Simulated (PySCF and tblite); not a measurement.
The numbers below are computed, except where a source is named.
## Barrier and rate of a ring inversion

System: C₅H₇FO, numbered as in [O:1]=[C:2]1[CH2:3][CH2:4][C@@H:5]([F:6])[CH2:7]1.

Motion: inversion of the 5-membered ring (2–3–4–5–7). Geometries: B3LYP-D3(BJ)/def2-SVP; energies: PBE0/pcSseg-1 + D3(BJ); zero-point and thermal terms from GFN2-xTB harmonic modes (soft modes blended into free rotors). Rates follow Eyring's equation with the number of equivalent paths and no tunnelling. (PySCF 2.14 with density fitting, tblite 0.8.)

| point | symmetry | E(GFN2) kcal/mol | E(DFT) kcal/mol | ZPE change kcal/mol | lowest mode cm⁻¹ | dipole D |
| --- | --- | --- | --- | --- | --- | --- |
| start (twist) | C1 | 0.0 | 0.0 | 0.00 | 72 | 3.12 |
| saddle (flat) | C1 | 1.6 | 3.5 | -0.07 | 100i | 1.84 |
| end (twist) | C1 | 0.3 | 1.2 | 0.04 | 82 | 1.96 |

```json
{
 "Electronic barrier": "3.5 kcal/mol",
 "Barrier with zero-point energy": "3.4 kcal/mol",
 "ΔH‡ (298 K)": "3.0 kcal/mol",
 "ΔS‡ (298 K, symmetry apart)": "-2.4 cal/(mol K)",
 "Paths": "1 equivalent path",
 "End point": "a different minimum",
 "Mean lifetime of the start against this motion at 298 K": "88 ps",
 "Cost": "4.8 min on 1 thread of AMD EPYC 7B13 (shared host) (rough), peak memory 0.76 GiB, launched as `OMP_NUM_THREADS=1 python ens_run.py task.json out`"
}
```

```csv
T/K,ΔG‡ kcal/mol,k s⁻¹,ΔG kcal/mol,k back s⁻¹
150,3.5,2.7×10⁷,1.2,1.7×10⁹
200,3.5,5.6×10⁸,1.2,1.2×10¹⁰
250,3.6,3.5×10⁹,1.2,4×10¹⁰
298,3.7,1.1×10¹⁰,1.2,8.7×10¹⁰
350,3.9,2.8×10¹⁰,1.2,1.6×10¹¹
400,4.0,5.4×10¹⁰,1.2,2.4×10¹¹
500,4.3,1.4×10¹¹,1.1,4.3×10¹¹
```

ΔG and ΔG‡ leave out symmetry numbers and mirror images; rates count paths: 1 out, 1 back.
